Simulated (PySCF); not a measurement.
InSb: script and output

Input:

```python
from pyscf import gto, dft

mol = gto.M(
    atom='In 0 0 0; Sb 0 0 2.893',
    basis='3-21g',
    charge=0,
    spin=2,
    verbose=4,
)
mf = dft.UKS(mol, xc='pbe')
mf.kernel()
mf.dip_moment()
print('orbital energies (hartree):', [e[max(0, n-3):n+3].round(4) for e, n in zip(mf.mo_energy, mol.nelec)])
```

```bash
$ OMP_NUM_THREADS=1 python input.py
```

Output (some set-up lines and the per-cycle HOMO/LUMO lines with their warnings removed):

```
PySCF version 2.14.0

[INPUT] Symbol           X                Y                Z      unit          X                Y                Z       unit  Magmom
[INPUT]  1 In     0.000000000000   0.000000000000   0.000000000000 AA    0.000000000000   0.000000000000   0.000000000000 Bohr   0.0
[INPUT]  2 Sb     0.000000000000   0.000000000000   2.893000000000 AA    0.000000000000   0.000000000000   5.466977678367 Bohr   0.0

nuclear repulsion = 457.10814036954
number of shells = 26
number of NR pGTOs = 162
number of NR cGTOs = 62
basis = 3-21g
ecp = {}

******** <class 'pyscf.dft.uks.UKS'> ********
method = UKS
initial guess = minao
damping factor = 0
level_shift factor = 0
DIIS = <class 'pyscf.scf.diis.CDIIS'>
SCF conv_tol = 1e-09
SCF max_cycles = 50
number electrons alpha = 51  beta = 49
XC functionals = pbe

grids dens level: 3
tot grids = 43832
init E= -11978.571669967

cycle= 1 E= -12004.2798028993  delta_E= -25.7  |g|= 0.211  |ddm|= 1.33
cycle= 2 E= -12003.1778811706  delta_E=  1.1  |g|= 0.746  |ddm|= 2.24
cycle= 3 E= -12004.339709219  delta_E= -1.16  |g|= 0.0785  |ddm|= 1.93
cycle= 4 E= -12004.3367930838  delta_E= 0.00292  |g|= 0.0765  |ddm|= 1.16
cycle= 5 E= -12004.3496207146  delta_E= -0.0128  |g|= 0.032  |ddm|= 1.14
cycle= 6 E= -12004.3515461356  delta_E= -0.00193  |g|= 0.0104  |ddm|= 0.118
cycle= 7 E= -12004.3517388795  delta_E= -0.000193  |g|= 0.00367  |ddm|= 0.0415
cycle= 8 E= -12004.3517667602  delta_E= -2.79e-05  |g|= 0.000133  |ddm|= 0.0218
cycle= 9 E= -12004.3517667925  delta_E= -3.23e-08  |g|= 5.66e-05  |ddm|= 0.000864
cycle= 10 E= -12004.3517667984  delta_E= -5.9e-09  |g|= 8.3e-06  |ddm|= 0.000302
cycle= 11 E= -12004.3517667986  delta_E= -1.42e-10  |g|= 6.33e-07  |ddm|= 4.26e-05
Extra cycle  E= -12004.3517667986  delta_E=    0  |g|= 1.18e-06  |ddm|= 6.99e-06
converged SCF energy = -12004.3517667986  <S^2> = 2.0042265  2S+1 = 3.0028163
Dipole moment(X, Y, Z, Debye):  0.00000, -0.00000, -1.38458
orbital energies (hartree): [array([-0.1923, -0.1923, -0.163 , -0.0857, -0.0857, -0.0063]), array([-0.4156, -0.2767, -0.1492, -0.1447, -0.1447, -0.0717])]
```

In short: E(SCF) = -12004.351767 Eh, 11 cycles, ⟨S²⟩ = 2.004, μz(SCF) = -1.38 D.

It ran on Arm Neoverse V1 (1 thread, shared host) in 7 s, peak memory 0.25 GiB.

No relativity is included for the heavy element. The basis is very small, so the numbers show the basis as much as the system. The bond length is a typed value, not an optimised one. No search for the lowest solution was made.
